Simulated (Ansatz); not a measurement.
Job for Ansatz (a quantum-chemistry and plane-wave program): U-r2SCAN/cc-pVTZ on BrF, a point of a bond scan (R = 2.129 Å).

Ansatz 0.2 input:
```yaml
crystal:
  periodic: [false, false, false]
  atoms:
    - {symbol: Br, position_ang: [-0.00000000, -0.00000000, -0.36293761]}
    - {symbol: F, position_ang: [0.00000000, 0.00000000, 1.76629638]}
basis:
  gaussian:
    orbitals: cc-pVTZ
hamiltonian:
  xc: {name: r2SCAN}
magnetization: {spin_polarized: true, initial_magnetization: 0}
```

The log:

```
WARN ansatz: RAYON_NUM_THREADS=1 ignored (pool sized by the plan → 1); use --threads N
Functional definition: r2SCAN
integrals: 0.02 GiB planned
520 factors; their error is unknown
mean field: 0.19 GiB planned
mean field evaluation 1: about -72758.3711 eV, gradient 2.7e1 eV
mean field evaluation 2: about -72730.3116 eV, gradient 8.2e1 eV
mean field evaluation 4: about -72761.1509 eV, gradient 3.4e0 eV
mean field evaluation 8: about -72761.1969 eV, gradient 3.1e-2 eV
mean field evaluation 16: about -72761.1938 eV, gradient 6.1e-1 eV
mean field evaluation 32: about -72761.1983 eV, gradient 1.4e-5 eV
mean field evaluation 64: about -72760.4660 eV, gradient 4.6e0 eV
mean field -72761.19828275 eV, -2673.9247175796 hartree, gradient 2.1e-6 eV, S^2 0.069633; 9 other end points of the search recorded, 0 dependent functions left out
reference -72761.19828926 eV, -2673.9247178186 hartree; 22, 22 occupied and 51, 51 virtual orbitals, 520 factors
Total energy: -72761.19828926 eV, -2673.9247178186 hartree
```

The calculation finished and met its thresholds.

Cost: roughly 6 core-seconds.
